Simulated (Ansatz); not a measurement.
`C[SiH2]Br` + `O[SiH3]` → `C[SiH2][SiH2]O` + HBr at 298.15 K and 1 bar (formal exchange of groups at the Si–Br bond).

Gas-phase electronic energies from Ansatz, PBE0-D4/def2-TZVP geometries. CBS: MP2 limit from def2 TZ/QZ plus the TZ coupled-cluster correction, frozen cores. For Br outer-core shells are correlated without core-valence functions, which leaves a few kJ/mol of doubt a bond. Scalar relativity is left out up to krypton. One conformer a species, not always the lowest.

```tsv
species	CCSD(T)/CBS energy (Eh)	H − E (kJ/mol)	S (J/(mol·K))
`C[SiH2]Br`	-2903.51417	159.8	309.7
`O[SiH3]`	-366.69042	113.6	257.8
`C[SiH2][SiH2]O`	-696.24339	245.8	359.8
HBr	-2573.91920	24.6	198.6
```

H − E and S are ideal-gas, rigid-rotor, harmonic terms from PBE0-D4/def2-TZVP, for one conformer and one mirror image of each species. 1 Eh = 2625.50 kJ/mol, R = 8.31446 J/(mol·K).

**Question.** By hand: ΔE, ΔH, ΔS and ΔG.

**Answer.** ΔE = (-696.24339) + (-2573.91920) − (-2903.51417) − (-366.69042) = 0.04200 Eh = 110.3 kJ/mol. Δ(H − E) = 245.8 + 24.6 − 159.8 − 113.6 = -3.0, so ΔH = 107.3 kJ/mol. ΔS = 359.8 + 198.6 − 309.7 − 257.8 = -9.1 J/(mol·K). ΔG = 107.3 − 298.15 × (-9.1)/1000 = 110.0 kJ/mol.

**Question.** By hand: the equilibrium constant, and the temperature at which ΔG would vanish if ΔH and ΔS stayed fixed.

**Answer.** log₁₀ K = −ΔG/(RT ln 10) = -19.3. ΔH and −TΔS have one sign here, so there is no such temperature.

The number of gas molecules stays the same, so ΔS is small and ΔH decides. A doubt of 5 kJ/mol in ΔE shifts log₁₀ K by 0.9 here. Other conformers and mirror images would add mixing entropy, several J/(mol·K) or more a flexible species. Modes under 60 cm⁻¹, often nearly free rotors, make the harmonic entropy too high. These are equilibria of isolated gas molecules and say nothing of rates. Largest T1 diagnostic: 0.012 (customary marks: 0.02 for closed shells, 0.045 for open ones).

ΔS is within the doubt of such terms, so its sign, and with it that verdict, could turn.
